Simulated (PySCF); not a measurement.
CF2, SMILES [C](F)F (connectivity only; charge and spin as stated), neutral, multiplicity 1.

Geometry optimised at B3LYP-D3(BJ)/def2-TZVP. The isomer is the one that the SMILES or the coordinates give; other isomers of the formula were not compared.

The numbers are results of CAM-B3LYP/def2-TZVPD in PySCF, not measurements.

The molecule is in vacuum.

- total energy = -237.74551 hartree
- point group = C2v
- highest occupied level = -10.49 eV
- lowest empty level = -1.15 eV
- orbital gap = 9.34 eV
- dipole moment = 0.57 D
- quadrupole, principal values (traceless, Buckingham form, about the centre of nuclear charge) = -2.17, -0.03, 2.20 D·Å
- mean static polarisability = 16.6 bohr³ (2.47 Å³)
- polarisability, principal values = 14.9, 15.8, 19.2 bohr³
